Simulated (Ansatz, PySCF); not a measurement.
This PySCF input computes a r2SCAN/def2-TZVPD energy:

```python
from pyscf import gto, scf, dft

mol = gto.M(
    atom='''
    Si   -0.07963591   -0.12208754    0.36432648
    O     1.34571780   -0.55284788    0.02732197
    F    -1.07231551    0.68133429   -0.59101628
    ''',
    basis='def2-tzvpd',
    charge=0,
    spin=1,
    verbose=4,
)

mf = dft.UKS(mol, xc='r2scan').density_fit(auxbasis='def2-universal-jkfit')
mf.grids.level = 4
mf.conv_tol = 1e-9
mf.max_cycle = 100
mf.max_memory = 1500
mf.kernel()
if not mf.converged:
    mf = mf.newton()
    mf.kernel(mf.make_rdm1())
for _ in range(2):
    mo, _, stable, _ = mf.stability(return_status=True)
    if stable:
        break
    mf.kernel(mf.make_rdm1(mo, mf.mo_occ))
mf.analyze()
```

Question: Write an input for the same energy in Ansatz (a first-principles code) and say what it gives.

Answer: 
Ansatz 0.2 input:
```yaml
crystal:
  periodic: [false, false, false]
  atoms:
    - {symbol: Si, position_ang: [-0.07963591, -0.12208754, 0.36432648]}
    - {symbol: O, position_ang: [1.34571780, -0.55284788, 0.02732197]}
    - {symbol: F, position_ang: [-1.07231551, 0.68133429, -0.59101628]}
basis:
  gaussian:
    orbitals: def2-TZVPD
hamiltonian:
  xc: {name: r2SCAN}
magnetization: {spin_polarized: true, initial_magnetization: 1}
output: {forces: true}
```
It gives -464.57431 Eh, and PySCF -464.57437 Eh, a difference of 0.06 mEh, from the treatment of integrals and grids.

It need not be the lowest isomer of its formula.
